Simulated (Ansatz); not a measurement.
Molecule: HSe, charge 0, multiplicity 2. SMILES: [SeH]
Geometry from a B3LYP-D3(BJ)/def2-TZVP (Ansatz, a program for electronic structure) optimisation:
```
Se
H 1 1.4749
```
Charge 0, spin multiplicity 2.

Quantity: atomisation energy (electronic, to ground-state atoms), in eV. Cores are frozen in the correlated levels unless marked. UHF or UKS for open shells. Spin-orbit coupling is left out. The frozen core is the preceding noble-gas configuration, with the filled d and f shells of earlier blocks. No relativistic terms. The coupled-cluster limit lacks core correlation, which all-electron functionals hold. CBS(X,Y): correlation extrapolated as X^-3; Hartree-Fock from the larger set (for Q and 5 zeta extrapolated as (X+1)exp(-9√X)). [CCSD(T)-MP2]/basis is that difference in the basis named.

```csv
level,program,atomisation energy (eV)
HF/aug-cc-pVDZ,Ansatz,2.24
HF/def2-QZVPPD,Ansatz,2.26
"HF/CBS(cc-pVQZ,cc-pV5Z)",Ansatz,2.26
r2SCAN-D3(BJ)/def2-TZVPD,Ansatz + dftd3,3.44
PBE0/6-31G*,Ansatz,3.26
PBE0-D3(BJ)/def2-TZVPD,Ansatz + dftd3,3.36
r2SCAN0-D4/def2-TZVPD,Ansatz + dftd4,3.37
HSE06-D3(BJ)/def2-TZVPD,Ansatz + dftd3,3.36
"MP2/CBS(cc-pVTZ,cc-pVQZ)",Ansatz,3.27
SCS-MP2/aug-cc-pVTZ,Ansatz,3.26
SCS-MP2/def2-TZVPP,Ansatz,3.24
SCS-MP2/cc-pVQZ,Ansatz,3.31
SCS-MP2/def2-QZVPP,Ansatz,3.31
CCSD/6-31G*,Ansatz,2.76
CCSD/cc-pVDZ,Ansatz,3.05
CCSD(T)/def2-SVPD,Ansatz,3.16
CCSD(T)/aug-cc-pVTZ,Ansatz,3.30
CCSDT/cc-pVDZ,Ansatz,3.08
"RI-MP2/CBS(def2-TZVPP,def2-QZVPP)+[CCSD(T)-MP2]/def2-SVP",Ansatz,3.39
"RI-MP2/CBS(def2-TZVPPD,def2-QZVPPD)+[CCSD(T)-MP2]/def2-QZVPPD",Ansatz,3.38
"CCSD(T)/CBS(cc-pVQZ,cc-pV5Z)",Ansatz,3.38
```
